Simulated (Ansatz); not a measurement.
The cluster Al₂Sb⁺. The state is a singlet with charge 1. Geometry r2SCAN-D4/def2-TZVP.

```xyz
3

Al   -1.086   -0.252   -0.907
Al   -0.209   -0.447    1.350
Sb    1.295    0.698   -0.443
```

In the def2 sets Sb takes a core potential; there is no spin–orbit coupling. At r2SCAN-D4/def2-TZVP, PBE0-D4/def2-TZVP the restricted singlet is unstable: a solution with broken spin symmetry lies lower. The restricted singlet is unstable towards broken spin symmetry at other levels; at PBE0-D4/def2-SVP, BHLYP-D4/def2-TZVP, ωB97M-V/def2-TZVP this wasn't settled. At PBE0-D4/def2-TZVP a triplet of charge 1 lies 0.28 eV below the restricted singlet, each at its own geometry. The structure comes from a short search, and lower isomers may exist.

Q: Estimate the orbital energies around the gap (eV) in Ansatz with r2SCAN-D4/def2-TZVP, PBE0-D4/def2-SVP, PBE0-D4/def2-TZVP, BHLYP-D4/def2-TZVP, ωB97M-V/def2-TZVP.

A: 
```
orbital  r2SCAN-D4/def2-TZVP  PBE0-D4/def2-SVP  PBE0-D4/def2-TZVP  BHLYP-D4/def2-TZVP  ωB97M-V/def2-TZVP
HOMO−13               -77.18            -80.36             -80.15              -84.99             -82.57
HOMO−12               -77.18            -80.36             -80.14              -84.99             -82.57
HOMO−11               -77.12            -80.32             -80.10              -84.96             -82.53
HOMO−10               -77.12            -80.31             -80.09              -84.95             -82.52
 HOMO−9               -38.81            -41.08             -40.99              -43.81             -43.57
 HOMO−8               -38.76            -40.99             -40.93              -43.74             -43.50
 HOMO−7               -38.71            -40.98             -40.88              -43.70             -43.46
 HOMO−6               -38.48            -40.71             -40.64              -43.43             -43.18
 HOMO−5               -38.46            -40.68             -40.62              -43.41             -43.15
 HOMO−4               -19.22            -20.48             -20.32              -21.74             -22.95
 HOMO−3               -14.63            -15.57             -15.48              -16.43             -17.71
 HOMO−2               -12.79            -13.49             -13.40              -14.03             -15.16
 HOMO−1               -10.47            -11.08             -11.03              -11.57             -12.79
   HOMO               -10.34            -11.03             -10.95              -11.56             -12.66
   LUMO                -9.55             -9.03              -8.94               -8.16              -7.16
 LUMO+1                -8.85             -8.29              -8.19               -7.34              -6.31
 LUMO+2                -7.50             -6.97              -6.92               -6.09              -5.18
 LUMO+3                -6.29             -5.87              -5.79               -4.94              -4.03
 LUMO+4                -4.77             -4.31              -4.29               -3.53              -2.80
 LUMO+5                -4.59             -4.25              -4.26               -3.30              -2.34
```
